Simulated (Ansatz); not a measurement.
Ansatz (a first-principles code) input:
A basis named .json is the Basis Set Exchange file of that set.

Ansatz 0.2 input:
```yaml
crystal:
  periodic: [false, false, false]
  atoms:
    - {symbol: In, position_ang: [0.20099291, 0.09424525, 0.34696298]}
    - {symbol: O, position_ang: [0.76554669, 0.25239686, -1.69724385]}
    - {symbol: H, position_ang: [-0.00728376, -0.07963176, -2.17159121]}
    - {symbol: O, position_ang: [-1.71788303, -0.70887872, -0.22809625]}
    - {symbol: H, position_ang: [-2.22267804, -0.88653031, 0.57312617]}
basis:
  gaussian:
    orbitals: def2-QZVPP.json
    fitting: {mean_field: def2-universal-jkfit, correlation: def2-QZVPP-RIFIT.json}
total_charge: -1
magnetization: {spin_polarized: false}
correlation: {method: mp2, electrons: outside_noble_gas}
```

Task: What final total energy does it print?

Result: -340.86798 Eh (RI-MP2/def2-QZVPP). The basis has 256 functions.
